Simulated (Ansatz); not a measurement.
Species: BN2H4, charge 0, doublet. BN2H4 (SMILES N[B]N, doublet).
B3LYP-D3(BJ)/def2-TZVP minimum from Ansatz (a quantum-chemistry and plane-wave program):
```xyz
7

B      0.1267    -0.2375    -0.4493
N     -0.4880     1.0141    -0.5662
H     -0.6797     1.4411    -1.4539
H     -0.7824     1.5768     0.2212
N      0.4435    -0.9305     0.7242
H      0.2531    -0.5849     1.6557
H      0.8875    -1.8305     0.7171
```
Charge 0, spin multiplicity 2.

Total energies in aug-cc-pVDZ, 17 correlated electrons, 3 frozen orbitals. Radicals and triplets start from unrestricted determinants; spin-orbit coupling is neglected. Cores are frozen in correlated methods. No relativity.

| method | program | energy (Eh) | minus CCSDT(Q) (mEh) |
|---|---|---|---|
| HF | Ansatz | -135.95961 | 468.68 |
| MP2 | Ansatz | -136.38586 | 42.42 |
| CCSD | Ansatz | -136.41214 | 16.14 |
| CCSD(T) | Ansatz | -136.42652 | 1.76 |
| CCSDT(Q) | Ansatz | -136.42829 | 0.00 |

Rough core times of Ansatz's runs on a shared machine: CCSD(T) 20 s, CCSDT(Q) 70 min.
